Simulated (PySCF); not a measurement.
A structure optimised at PBE0-D3(BJ)/def2-SVP, used in a PySCF frequency run:

```xyz
11

Si     0.3364    -0.0785     0.0000
N     -0.2310    -0.6796    -1.5204
N     -0.2310    -0.6796     1.5204
N     -0.1564     1.5731     0.0000
H      1.7892    -0.4457     0.0000
H      0.1656    -1.5283    -1.9061
H     -1.2049    -0.5770    -1.7833
H      0.1656    -1.5283     1.9061
H     -1.2049    -0.5770     1.7833
H     -0.0453     2.1287    -0.8394
H     -0.0453     2.1287     0.8394
```

Problem. Write its SMILES, formula and point group.

Solution. N[SiH](N)N, H7N3Si, Cs

Problem. What are its rotational constants (standard atomic weights)?

Solution. 6.8560, 5.5454, 3.5491 GHz
